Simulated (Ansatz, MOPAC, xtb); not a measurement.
Dimer: stibine (SMILES [SbH3]) (first 4 atoms) with C2H4 (SMILES C=C); geometry from B3LYP-D3(BJ)/def2-TZVP, rigid monomers moved along the line of their centres of mass till Sb1···C6 is 3.27 Å.
(charge 0, multiplicity 1):
```xyz
10

Sb     0.613    -0.141     0.647
H      1.195     0.487    -0.845
H      1.977     0.467     1.484
H     -0.280     1.288     0.952
C     -0.039     0.543     3.901
C     -0.193    -0.765     3.756
H      0.925     0.982     4.123
H     -0.872     1.229     3.798
H     -1.157    -1.205     3.532
H      0.640    -1.451     3.858
```

Interaction energies are E(AB) − E(A) − E(B) at the monomers' geometry in the complex; basis-set methods are counterpoise corrected.

Cores are frozen in the correlated methods. Filled d and f shells under p-block atoms count as core. The state reached by PM7 isn't checked; PM7 holds dispersion and hydrogen-bond terms.

Programs: Ansatz (a first-principles code); MOPAC for PM7 (differences of heats of formation); xtb for the GFN methods. Each number belongs to the level named beside it. In def2 rows elements past Kr take small-core potentials, without spin–orbit coupling.

**Question.** One of these levels gives 165.1 meV for the interaction energy. Which one is it?
A. wB97M-V/def2-TZVPPD
B. PM7
C. SCS-MP2/def2-SVPD
D. GFN1-xTB

**Answer.** B, PM7. The others give -144.1 (GFN1-xTB), -43.2 (wB97M-V/def2-TZVPPD), 48.4 (SCS-MP2/def2-SVPD)
